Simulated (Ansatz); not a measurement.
Geometry optimisation, RKS PBE0/def2-SVP (Ansatz).

The input (input.yaml):

```yaml
crystal:
  periodic: [false, false, false]
  atoms:
    - { symbol: "N", position_ang: [-1.9064, -0.2223, -0.3394] }
    - { symbol: C, position_ang: [-0.8321, 0.2321, -1.1869] }
    - { symbol: B, position_ang: [0.5434, 0.0168, -0.4622] }
    - { symbol: "N", position_ang: [1.1137, -1.3798, -0.0893] }
    - { symbol: S, position_ang: [1.6865, 1.4919, -0.108] }
    - { symbol: S, position_ang: [0.8206, 1.7941, 1.8331] }
    - { symbol: H, position_ang: [-1.8887, 0.3379, 0.5641] }
    - { symbol: H, position_ang: [-1.8414, -1.1844, -0.1582] }
    - { symbol: H, position_ang: [-0.8309, -0.3314, -2.0888] }
    - { symbol: H, position_ang: [-0.9404, 1.3104, -1.4199] }
    - { symbol: H, position_ang: [1.9712, -1.3116, 0.3805] }
    - { symbol: H, position_ang: [0.4101, -1.7409, 0.6669] }
    - { symbol: H, position_ang: [1.7148, 0.9526, 2.4231] }
basis:
  gaussian: { orbitals: def2-SVP }
hamiltonian:
  xc: pbe0
relax:
  f_tol: 0.015
  max_steps: 40
```

Command:

```bash
$ ansatz run input.yaml --threads 2 --pin off --max-ram 3072MiB --backend cpu --events-out ev --progress --plain --runs-dir out
```

Question: Where does it end, and by what steps?

Answer: The forces met the threshold. The force dipped under the threshold on the way, but the program's further checks kept it going. After 22 steps the energy has fallen by 1.551 eV; H13 moved furthest, 2.27 Å.

```csv
step,energy less start (eV),largest force component (eV/Å),accepted
0,0.0000,4.929,yes
1,-0.6667,2.148,yes
2,-0.9197,1.924,yes
3,-1.1103,0.512,yes
4,-1.1854,0.218,yes
5,-1.2098,0.644,yes
6,-1.2479,0.292,yes
7,-1.2783,0.139,yes
8,-1.3045,0.300,yes
9,-1.3326,0.549,yes
10,-1.3621,0.477,yes
11,-1.4165,0.150,yes
12,-1.4509,0.143,yes
13,-1.4714,0.359,yes
14,-1.4925,0.445,yes
15,-1.5112,0.462,yes
16,-1.5276,0.454,yes
17,-1.5376,0.240,yes
18,-1.5484,0.107,yes
19,-1.5501,0.110,yes
20,-1.5509,0.015,yes
21,-1.5511,0.017,yes
22,-1.5511,0.009,yes
```

```xyz
13
Properties=species:S:1:pos:R:3
N -1.863 -0.525 -0.556
C -0.764 0.391 -0.267
B 0.651 -0.243 0.068
N 0.821 -1.630 0.084
S 2.150 0.749 0.469
S 1.542 2.733 0.233
H -2.037 -1.153 0.227
H -1.654 -1.107 -1.365
H -0.650 1.093 -1.113
H -1.064 1.058 0.563
H 1.687 -2.114 0.279
H 0.041 -2.243 -0.119
H 1.161 2.958 1.513
```

Whether the end is a true minimum wasn't checked by a vibrational analysis.

The run took 110 s on 2 threads of Arm Neoverse V1, with other jobs on the host, peak memory 0.33 GiB.
